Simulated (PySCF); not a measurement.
Se(Br)(Me) (CH₃BrSe), SMILES C[Se]Br.

Coordinates come from a B3LYP-D3(BJ)/def2-SVP optimisation.

Two levels are set side by side: PBE/def2-TZVPD (PySCF) and ωB97X/def2-TZVPD (PySCF). Same geometry, gas phase. Differences are taken from unrounded values.

```tsv
quantity	PBE
orbital gap (eV)	2.07
highest occupied level (eV)	-5.42
lowest empty level (eV)	-3.36
dipole moment (D)	2.10
mean polarisability (bohr³)	68.2
```

Question: These are the PBE values. What does ωB97X give? (Estimate from the structure and the level; the computed values follow.)

Answer: 
```csv
quantity,ωB97X,PBE minus ωB97X
orbital gap (eV),8.49,-6.42
highest occupied level (eV),-8.88,3.45
lowest empty level (eV),-0.39,-2.97
dipole moment (D),2.23,-0.13
mean polarisability (bohr³),66.0,2.2
```

Without exact exchange PBE keeps part of each electron's self-repulsion, which lifts occupied levels and narrows the gap. PBE's more diffuse valence density responds more strongly to a field. Differences between two approximate levels are no errors against the true value.

Rough cost on one machine, each run with all the roots and properties that it gave: ωB97X against PBE within a factor of 2.
